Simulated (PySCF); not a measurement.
Planning a shielding job on `CC(C)C1=NN(C)C[C@H]1F`.

Method: GIAO PBE0/pcSseg-1 NMR shielding, non-relativistic, gas phase (PySCF 2.14.0, density-fitted response routines). Geometry: GFN2-xTB. Work: shieldings, ring-centre shieldings, charges and field gradients, density fitting. The input is one job of a driver script: a line of settings, then coordinates in Å.

Input:
```
{"job": {"kind": "nmr", "xc": "PBE0", "basis": "pcSseg-1"}, "charge": 0, "multiplicity": 1}
C     -2.592154    -0.145735    -0.579304
C     -1.609173    -0.163202     0.598336
C     -1.812131     1.063495     1.482827
C     -0.210644    -0.222467     0.083249
N      0.570651     0.776348    -0.040369
N      1.724996     0.437224    -0.649194
C      2.895216     1.187794    -0.280630
C      1.833802    -1.020336    -0.776648
C      0.433154    -1.511325    -0.406623
F      0.468581    -2.472947     0.591019
H     -2.433909     0.745724    -1.181952
H     -2.459932    -1.021402    -1.210926
H     -3.614668    -0.140282    -0.209631
H     -1.786169    -1.072874     1.185054
H     -2.839839     1.107201     1.835285
H     -1.147621     1.026928     2.341602
H     -1.590132     1.964504     0.918645
H      3.637907     1.100679    -1.073629
H      2.602504     2.228983    -0.170870
H      3.336320     0.838199     0.661979
H      2.125219    -1.279837    -1.795262
H      2.570480    -1.426244    -0.072921
H     -0.107209    -1.973445    -1.239958
```

Hardware: one thread of an x86-64 server, on a shared host.

Problem. How large is the basis?

Solution. 235 functions for 78 electrons, with 1204 fitting functions; the fitted three-index integrals, 1204 × 235 × 236/2 numbers of 8 bytes, come to 250 MiB.

Problem. Which is nearest to the wall time?
A. 4.9 s
B. 39 s
C. 0.65 s

Solution. B. The run took 39 s. The SCF took 14 cycles.

The SCF part of the output:
```
coarse grid: 18872 points
cycle   1  E = -483.1379653416  dE =  1.364e+00  |g| = 5.908e-01  |ddm| = 4.232e+00
cycle   2  E = -483.1034279031  dE =  3.454e-02  |g| = 7.759e-01  |ddm| = 1.075e+00
cycle   3  E = -483.2089715011  dE = -1.055e-01  |g| = 8.482e-02  |ddm| = 6.070e-01
cycle   4  E = -483.2100994023  dE = -1.128e-03  |g| = 3.628e-02  |ddm| = 9.306e-02
cycle   5  E = -483.2103760195  dE = -2.766e-04  |g| = 8.065e-03  |ddm| = 3.636e-02
cycle   6  E = -483.2103848472  dE = -8.828e-06  |g| = 5.308e-03  |ddm| = 1.095e-02
cycle   7  E = -483.2103908494  dE = -6.002e-06  |g| = 1.049e-03  |ddm| = 4.804e-03
final grid: 181880 points
cycle   8  E = -483.2751028180  dE = -6.043e-05  |g| = 1.021e-02  |ddm| = 3.998e-02
cycle   9  E = -483.2750933196  dE =  9.498e-06  |g| = 1.256e-02  |ddm| = 1.933e-02
cycle  10  E = -483.2751277925  dE = -3.447e-05  |g| = 1.585e-03  |ddm| = 1.061e-02
cycle  11  E = -483.2751281947  dE = -4.023e-07  |g| = 3.769e-04  |ddm| = 1.346e-03
cycle  12  E = -483.2751282146  dE = -1.991e-08  |g| = 2.414e-04  |ddm| = 4.934e-04
cycle  13  E = -483.2751282269  dE = -1.226e-08  |g| = 3.315e-05  |ddm| = 2.145e-04
cycle  14  E = -483.2751282271  dE = -2.028e-10  |g| = 1.329e-05  |ddm| = 4.323e-05
converged SCF energy = -483.2751282271
```

On the final grid dE counts from the start density on that grid.

The host was shared with other jobs, so the times are rough.
